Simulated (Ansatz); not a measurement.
A nudged elastic band was laid between two geometries of H$_{6}$InNSi (9 atoms, charge 0, multiplicity 1).

These are results of RKS PBE0/def2-mTZVP (Ansatz 0.2.0), not measurements.

| Item | Value |
| --- | --- |
| movable images | 7 |
| climbing image | yes |
| spring | 50.0 eV/Å² |
| optimiser | quadratic models (default) |
| start path | through a guess of the saddle point |
| force threshold | 0.03 eV/Å |
| iteration limit | 60 |
| end points | relaxed |

First end point:

```xyz
9
Properties=species:S:1:pos:R:3
N 0.303 0.260 -1.699
In 0.753 2.310 -1.834
Si -0.271 -0.394 1.420
H 1.001 -0.476 -1.750
H -0.589 -0.141 -1.974
H 0.907 0.510 1.435
H 0.014 -1.635 0.657
H -1.472 0.303 0.895
H -0.557 -0.782 2.833
```

Last end point:

```xyz
9
Properties=species:S:1:pos:R:3
N 0.553 0.275 -1.593
In 0.867 1.949 0.378
Si -0.472 -0.181 1.563
H 0.943 -0.629 -1.341
H -0.435 0.117 -1.768
H 0.976 0.555 -2.472
H 0.230 -1.485 1.258
H -1.824 -0.392 0.923
H -0.750 -0.255 3.035
```

What changes between the two ends?

Bonds broken: Si3–H6. Bonds formed: N1–H6, In2–Si3. H2InN + H4Si becomes H6InNSi.

What energy profile does the band end with?

The forces met the threshold. The highest image is number 4 of 0 to 8, 1.07 eV above the first end and 1.46 eV above the last; the last end lies 0.40 eV below the first. Beside the main top the profile has a ripple of under 15 meV (maxima at images 4, 7), which may be a very shallow well or noise. The order of the stationary point at the top wasn't checked. The orbitals stay closed-shell, which can raise the energy where a bond breaks towards radicals; this wasn't checked here.

```json
{"image": "0", "path coordinate (Å)": "0.00", "energy (eV)": "0.00", "Si3–H6 (Å)": "1.49", "N1–H6 (Å)": "3.20", "In2–Si3 (Å)": "4.35"}
{"image": "1", "path coordinate (Å)": "1.70", "energy (eV)": "0.03", "Si3–H6 (Å)": "1.49", "N1–H6 (Å)": "3.39", "In2–Si3 (Å)": "4.34"}
{"image": "2", "path coordinate (Å)": "3.40", "energy (eV)": "0.05", "Si3–H6 (Å)": "1.49", "N1–H6 (Å)": "3.31", "In2–Si3 (Å)": "4.44"}
{"image": "3", "path coordinate (Å)": "5.10", "energy (eV)": "0.08", "Si3–H6 (Å)": "1.49", "N1–H6 (Å)": "2.88", "In2–Si3 (Å)": "4.31"}
{"image": "4", "path coordinate (Å)": "6.79", "energy (eV)": "1.07", "Si3–H6 (Å)": "1.80", "N1–H6 (Å)": "1.43", "In2–Si3 (Å)": "3.35"}
{"image": "5", "path coordinate (Å)": "8.76", "energy (eV)": "0.08", "Si3–H6 (Å)": "3.07", "N1–H6 (Å)": "1.01", "In2–Si3 (Å)": "2.78"}
{"image": "6", "path coordinate (Å)": "10.73", "energy (eV)": "-0.39", "Si3–H6 (Å)": "3.22", "N1–H6 (Å)": "1.02", "In2–Si3 (Å)": "2.79"}
{"image": "7", "path coordinate (Å)": "12.70", "energy (eV)": "-0.39", "Si3–H6 (Å)": "3.94", "N1–H6 (Å)": "1.02", "In2–Si3 (Å)": "2.78"}
{"image": "8", "path coordinate (Å)": "14.67", "energy (eV)": "-0.40", "Si3–H6 (Å)": "4.35", "N1–H6 (Å)": "1.02", "In2–Si3 (Å)": "2.78"}
```

What is the geometry of the highest image?


```xyz
9
Properties=species:S:1:pos:R:3:forces:R:3
N 0.649 0.526 -1.570 0.01 0.00 -0.01
In -1.034 1.862 -0.879 0.00 0.00 0.00
Si -0.335 -0.609 1.274 0.00 0.02 0.00
H 0.514 -0.144 -2.325 0.00 0.00 0.00
H 1.602 0.875 -1.643 0.00 0.00 0.00
H 0.344 -0.064 -0.306 -0.03 -0.01 0.00
H -0.155 -2.090 1.422 0.00 0.00 0.00
H -1.810 -0.399 1.526 0.01 0.00 -0.01
H 0.312 -0.003 2.486 0.00 0.00 0.00
```

Time of the run: 3.8 min on 2 threads of AMD EPYC 9R45 96-Core Processor (Zen 5), on a shared host, peak memory 0.23 GiB.
